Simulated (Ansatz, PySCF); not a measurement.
Molecule: sum formula BNHF2 (charge 0, doublet). It need not be the lowest isomer of its formula. 
Structure (B3LYP-D3(BJ)/def2-TZVP (Ansatz, an electronic-structure program) minimum search):
SMILES: FB([NH])F
```xyz
5

B     -0.0107    -0.0006    -0.0004
F      0.5232     1.2131     0.0314
F      0.6650    -0.9648    -0.6110
N     -1.2167    -0.2883     0.7089
H     -2.1236    -0.2137     0.2557
```
Charge 0, spin multiplicity 2.

Total electronic energies in hartree. Valence correlation only, unless marked. UHF or UKS for open shells. No spin-orbit coupling. No relativistic terms. CBS marks a two-point X^-3 extrapolation of the correlation energy; Hartree-Fock from the larger set. [CCSD(T)-MP2]/basis is that difference in the basis named.

| level | program | energy (Eh) |
|---|---|---|
| HF/STO-3G | Ansatz | -274.86533 |
| HF/6-31G* | Ansatz | -278.70291 |
| HF/def2-TZVPD | PySCF | -278.83107 |
| RI-HF/cc-pVTZ | Ansatz | -278.81670 |
| BP86-D4/def2-TZVPD | PySCF + dftd4 | -280.08338 |
| PBE0-D3(BJ)/def2-TZVP | Ansatz + dftd3 | -279.80440 |
| PBE0-D4/def2-TZVPD | Ansatz + dftd4 | ? |
| r2SCAN0/def2-TZVPD | Ansatz | ? |
| HSE06-D4/def2-TZVPD | Ansatz + dftd4 | -279.79360 |
| B2GP-PLYP/def2-TZVPD | Ansatz | ? |
| MP2/6-31G* | Ansatz | -279.24299 |
| MP2/cc-pVDZ | Ansatz | -279.29515 |
| MP2/aug-cc-pVTZ | Ansatz | -279.59452 |
| MP2/cc-pwCVTZ | Ansatz | -279.59521 |
| RI-MP2/CBS(aug-cc-pVTZ,aug-cc-pVQZ)+[CCSD(T)-MP2]/aug-cc-pVTZ | Ansatz | -279.7534 |

Question: Some entries are withheld; supply them.

Answer: 
- PBE0-D4/def2-TZVPD, energy (Eh): -279.80591
- r2SCAN0/def2-TZVPD, energy (Eh): -279.93457
- B2GP-PLYP/def2-TZVPD, energy (Eh): -279.87872
